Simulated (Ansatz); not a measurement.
Geometry optimisation, Ansatz, UKS PBE/def2-SVP.

The input (input.yaml):

```yaml
crystal:
  periodic: [false, false, false]
  atoms:
    - { symbol: Sn, position_ang: [-0.062307, -0.050604, -0.202206] }
    - { symbol: H, position_ang: [-0.02254, 0.001747, 2.740156] }
    - { symbol: O, position_ang: [1.823049, -0.009791, -0.95646] }
    - { symbol: H, position_ang: [2.237427, -0.88971, -0.862997] }
    - { symbol: H, position_ang: [-0.712574, 1.420072, -0.902832] }
    - { symbol: H, position_ang: [-0.860543, -1.457106, -0.919852] }
    - { symbol: H, position_ang: [-0.028614, 0.033292, 3.463392] }
magnetization:
  spin_polarized: true
  initial_magnetization: 1
basis:
  gaussian: { orbitals: def2-SVP }
hamiltonian:
  xc: pbe
relax:
  f_tol: 0.03
  max_steps: 50
```

Launched with:

```bash
$ ansatz run input.yaml --threads 1 --pin off --max-ram 2048MiB --backend cpu --events-out ev --progress --plain --runs-dir out
```

Task: Where does it end, and by what steps?

Result: It converged. After 5 steps the energy has fallen by 0.060 eV; H7 moved furthest, 0.38 Å.

```json
{"step": "0", "energy less start (eV)": "0.0000", "largest force component (eV/Å)": "1.914", "accepted": "yes"}
{"step": "1", "energy less start (eV)": "-0.0554", "largest force component (eV/Å)": "0.100", "accepted": "yes"}
{"step": "2", "energy less start (eV)": "-0.0586", "largest force component (eV/Å)": "0.104", "accepted": "yes"}
{"step": "3", "energy less start (eV)": "-0.0593", "largest force component (eV/Å)": "0.074", "accepted": "yes"}
{"step": "4", "energy less start (eV)": "-0.0596", "largest force component (eV/Å)": "0.042", "accepted": "yes"}
{"step": "5", "energy less start (eV)": "-0.0596", "largest force component (eV/Å)": "0.015", "accepted": "yes"}
```

```xyz
7
Properties=species:S:1:pos:R:3
Sn -0.051 -0.063 -0.352
H -0.053 0.030 3.071
O 1.841 -0.016 -1.089
H 2.260 -0.895 -0.995
H -0.695 1.412 -1.047
H -0.853 -1.467 -1.070
H -0.074 0.046 3.841
```

Time of the run: 12 s on 1 thread of Intel(R) Xeon(R) Platinum 8375C CPU @ 2.90GHz (Ice Lake) (shared host), peak memory 0.14 GiB.
